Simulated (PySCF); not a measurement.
AlOBr, SMILES [Al](=[O])[Br].

Geometry: r2SCAN-D4/def2-TZVP.

Two levels are set side by side: TDDFT-PBE/def2-SVPD (PySCF) and TDDFT-LC-ωPBE/def2-SVPD (PySCF). Vertical, same geometry. The lowest singlet is HOMO→LUMO 100 % with PBE and HOMO→LUMO 93 % with the other functional; states are paired by order. Differences are taken from unrounded values.

| quantity | TDDFT-PBE |
|---|---|
| lowest singlet excitation (eV) | 3.24 |
| lowest triplet excitation (TDA) (eV) | 2.72 |

**Question.** These are the TDDFT-PBE values. What does TDDFT-LC-ωPBE give? (An estimate is asked for; the answer gives what the named calculation found.)

**Answer.** 
| quantity | TDDFT-LC-ωPBE | TDDFT-PBE minus TDDFT-LC-ωPBE |
|---|---|---|
| lowest singlet excitation (eV) | 4.03 | -0.80 |
| lowest triplet excitation (TDA) (eV) | 3.43 | -0.72 |

Functionals without exact exchange tend to place singlet excitations lower, as here. Differences between two approximate levels are no errors against the true value.

Rough cost on one machine, each run with all the roots and properties that it gave: TDDFT-LC-ωPBE against TDDFT-PBE about 3 times.
